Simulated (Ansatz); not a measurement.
Cost and result up the ladder for `CN(C)c1ccc(-c2ccc(-c3ccc(C#N)cc3)cc2)cc1` (41 atoms). Total charge 0; singlet. Geometry: PBE-D4/def2-SVP.

```xyz
41

C     0.8396   -5.1267    4.1518
N     1.7366   -4.0507    3.7830
C     3.0542   -3.9677    4.3797
C     1.3254   -3.0872    2.8822
C     2.1836   -2.0213    2.4889
C     1.7576   -1.0525    1.5801
C     0.4681   -1.0789    1.0005
C     0.0277   -0.0494    0.0370
C     0.5261    1.2747    0.0902
C     0.1066    2.2493   -0.8179
C    -0.8325    1.9523   -1.8326
C    -1.2780    2.9842   -2.7946
C    -1.6286    2.6437   -4.1237
C    -2.0515    3.6118   -5.0357
C    -2.1390    4.9684   -4.6427
C    -2.5730    5.9673   -5.5731
N    -2.9287    6.7857   -6.3373
C    -1.7906    5.3247   -3.3183
C    -1.3691    4.3460   -2.4171
C    -1.3303    0.6299   -1.8904
C    -0.9129   -0.3429   -0.9796
C    -0.3797   -2.1404    1.3930
C     0.0238   -3.1153    2.3054
H     1.3517   -5.8072    4.8561
H     0.5237   -5.7286    3.2691
H    -0.0859   -4.7557    4.6506
H     3.1926   -4.8089    5.0831
H     3.8657   -4.0262    3.6183
H     3.1987   -3.0208    4.9491
H     3.2040   -1.9541    2.8872
H     2.4670   -0.2642    1.2862
H     1.2458    1.5504    0.8754
H     0.5332    3.2616   -0.7512
H    -1.5412    1.5985   -4.4549
H    -2.3109    3.3293   -6.0663
H    -1.8654    6.3756   -3.0036
H    -1.1308    4.6374   -1.3836
H    -2.0771    0.3633   -2.6536
H    -1.3117   -1.3644   -1.0684
H    -1.4047   -2.1896    0.9954
H    -0.6899   -3.9016    2.5826
```

Ansatz on 2 threads of AMD EPYC 7R13 on a shared host and a share (18 GiB) of an NVIDIA H100 80GB HBM3. Times are rough, and most runs start from the orbitals of an earlier one. PBE0-D4/def2-TZVP serves as the yardstick here, not as an exact answer. Differences are given only for rows in sets of like size (and for xTB, whose basis is part of the method), since another set adds its own error. Binding counts from free atoms at the same level (C triplet, N quartet, H doublet; other spins of the atoms weren't run), without zero-point energy or a counterpoise term.

Single mean-field runs in def2-SVP, def2-TZVP are fitted with def2-universal-jkfit.

| level | functions | binding energy per atom (eV) | difference from PBE0-D4/def2-TZVP (eV) |
| --- | --- | --- | --- |
| PBE-D4/def2-SVP | 412 | 5.39 | – |
| PBE-D4/def2-TZVP | 821 | 5.31 | 0.12 |
| r2SCAN-D4/def2-TZVP | 821 | 5.13 | -0.06 |
| PBE0-D4/def2-TZVP (with forces) | 821 | 5.19 | 0.00 |
| PBE0-D4/def2-SVP | 412 | 5.27 | – |

(1) Estimate how long each takes.

Results:

(1) PBE-D4/def2-SVP 4.5 s; PBE-D4/def2-TZVP 5.5 s; PBE0-D4/def2-SVP 5.5 s; PBE0-D4/def2-TZVP (with forces) 6.5 s; r2SCAN-D4/def2-TZVP 6.5 s. On shared hardware such times vary by a factor of up to 3.
